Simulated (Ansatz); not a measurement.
AlFH4SSi can be A, `[F][Al]([SiH3])[SH]`, or B, `F[SiH2][S][AlH2]`.

Program: Ansatz. Geometries: PBE0-D4/def2-TZVP. ΔE: electronic, gas phase. CCSD(T)/CBS is the MP2 limit (def2-TZVPP, def2-QZVPP) plus CCSD(T) − MP2 in def2-TZVPP, frozen cores. Functionals use def2-TZVPP. Each species was taken in one conformer, which may not be the lowest.

Problem. Which is lower in electronic energy at CCSD(T)/CBS, and by how much? (Best estimate.)

Solution. Computed: B, by 1.0 kcal/mol.

Problem. Give E(B) − E(A) in kcal/mol with CCSD(T)/def2-TZVPP, r2SCAN-D4, PBE-D4, ωB97M-V, PBE0-D4, MP2/def2-TZVPP, B2PLYP. (Best estimate.)

Solution. Ansatz gave: CCSD(T)/def2-TZVPP 0.0, r2SCAN-D4 -0.2, PBE-D4 2.2, ωB97M-V -2.6, PBE0-D4 0.7, MP2/def2-TZVPP -2.5, B2PLYP -0.5. The order is the other way round with PBE-D4, PBE0-D4.

Problem. Does the order hold for the free energy at 298.15 K (harmonic terms from PBE0-D4)? (Best estimate.)

Solution. Ansatz gave: Too close to call: G(B) − G(A) = -0.4 kcal/mol, for one conformer each. Modes under 60 cm⁻¹, often nearly free rotors, make the harmonic entropy too high.

Largest T1 diagnostic: 0.013.

From r2SCAN to r2SCAN0 (25 % exact exchange), in def2-TZVPP and without D4, E(B) − E(A) moves by −0.8 kcal/mol. Leaving LDA and LC-ωPBE aside and taking each functional with its dispersion term where it has one, the values, not all of them listed here, spread over 6.8 kcal/mol, from B97M-V to PBE-D4. LDA lies −1.2 kcal/mol from PBE without D4.
